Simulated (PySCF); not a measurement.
Species: trichlorogallium, GaCl3.
Bonds: Cl1–Ga2, Ga2–Cl3, Ga2–Cl4.

Computed by this run: PBE0-D3(BJ)/def2-SVP geometry optimisation, gas phase in PySCF; density fitting, grid level 1; the optimiser is geomeTRIC in internal coordinates, started from a GFN2-xTB structure with every atom displaced at random (about 0.01 Å).

Step 0: E = -89912.9769 eV
```
atom  x, y, z in Å  |  force x, y, z in eV/Å
Cl1    -1.6522   -1.6296   -0.0819   -0.481  -0.428  -0.001
Ga2    -0.3258   -0.0161   -0.0736   -0.194  -0.066  -0.001
Cl3     1.7151   -0.3878   -0.0699    0.972  -0.173   0.004
Cl4    -0.9864    1.9587   -0.0714   -0.298   0.666  -0.002
```

Step 1: E = -89913.0127 eV
```
atom  x, y, z in Å  |  force x, y, z in eV/Å
Cl1    -1.7131   -1.6370   -0.0821    0.200   0.242   0.004
Ga2    -0.3096   -0.0269   -0.0738    0.143   0.039  -0.002
Cl3     1.8065   -0.3973   -0.0696   -0.470   0.061   0.000
Cl4    -1.0330    1.9864   -0.0714    0.128  -0.342  -0.001
```

**Question.** Estimate the geometry and energy of step 2. (The exact step hangs on the optimiser's Hessian estimate; all steps are aligned on step 1, rigid shifts and turns removed.)

**Answer.** E = -89913.0238 eV, largest force 0.172 eV/Å
```
atom  x, y, z in Å  |  force x, y, z in eV/Å
Cl1    -1.7013   -1.6279   -0.0815    0.049   0.076   0.000
Ga2    -0.3085   -0.0247   -0.0753    0.080   0.019   0.004
Cl3     1.7891   -0.3969   -0.0691   -0.172   0.014  -0.002
Cl4    -1.0285    1.9748   -0.0709    0.042  -0.109  -0.003
```

The energy changes by -0.0111 eV. The first-order estimate −F·Δx gives -0.0176 eV and the mean of the old and new forces, exact on a quadratic surface, -0.0117 eV. The step makes an angle of 15° with the force vector and moves no atom by more than 0.017 Å.

What follows is the cost of the whole optimisation. Hardware: Arm Neoverse V1, one thread, no GPU, shared host. Cost: 20 s, 0.36 GiB resident at most.
